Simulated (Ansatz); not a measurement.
A single point on `[SiH3][O][GaH][Br]`.

```yaml
crystal:
  periodic: [false, false, false]
  atoms:
    - {symbol: Si, position_ang: [0.447110, 1.307410, -0.065958]}
    - {symbol: O, position_ang: [0.557142, -0.223285, 0.511094]}
    - {symbol: Ga, position_ang: [-0.311437, -1.750154, 0.314886]}
    - {symbol: Br, position_ang: [-2.088148, -1.664273, -1.114622]}
    - {symbol: H, position_ang: [0.568310, 1.328198, -1.548656]}
    - {symbol: H, position_ang: [-0.851713, 1.926628, 0.312363]}
    - {symbol: H, position_ang: [1.554733, 2.100924, 0.524408]}
    - {symbol: H, position_ang: [0.123993, -3.025448, 1.066485]}
basis:
  gaussian: {orbitals: def2-TZVPP}
hamiltonian: {xc: pbe}
correlation: {method: rpa}
```

```sh
$ ansatz run in.yaml --threads 4 --pin off --events-out ev --progress --plain
```

Output, abridged:

```
Functional definition: PBE
1391 factors; integrals over basis functions are off by at most 1.0e-3 eV
mean field evaluation 1: about -132384.7811 eV, gradient 7.6e1 eV
mean field evaluation 2: about -132384.7702 eV, gradient 7.6e1 eV
mean field evaluation 4: about -132390.7493 eV, gradient 3.4e1 eV
mean field evaluation 8: about -132393.5785 eV, gradient 5.3e-1 eV
mean field evaluation 16: about -132393.5785 eV, gradient 6.7e-4 eV
mean field -132393.57849680 eV, -4865.3742701666 hartree, gradient 1.6e-6 eV, S^2 0.000000; 0 other end points of the search recorded, 0 dependent functions left out
24 core orbitals not correlated: weight in the atoms' cores, before any rotation towards them, 1.000 or more for the frozen orbitals, at most 0.000 for the correlated occupied ones
reference -132298.91711874 eV, -4861.8955286868 hartree; 22, 22 occupied and 179, 179 virtual orbitals, 1391 factors
Total energy: -132335.91139245 eV, -4863.2550431700 hartree
```

It took 4.8 s on 4 threads of a server CPU on a shared host, with 0.49 GiB of host memory at the peak.
